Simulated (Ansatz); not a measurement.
Ansatz results at the PBE0-D4/def2-TZVP geometry: size of the dipole moment (B3LYP/def2-TZVPP) 2.29 D; size of the dipole moment (ωB97M-V/def2-TZVPP) 2.25 D; size of the dipole moment (PBE/def2-TZVPP) 2.30 D.

Each molecule was computed in one conformer, which needn't be the lowest.

Q: Which molecule gave them?
A. `[SeH][SnH2]`•
B. `C[SiH](C)[S]`•
C. `[NH2][Sn]([NH2])[NH2]`•
D. `CO[Si](N)F`•

A: D. The others give `[SeH][SnH2]`•: 1.07, 1.30, 0.92; `[NH2][Sn]([NH2])[NH2]`•: 2.06, 2.35, 1.73; `C[SiH](C)[S]`•: 1.91, 1.83, 2.05.

B3LYP here is the variant with VWN-RPA as its local correlation; programs differ in this.
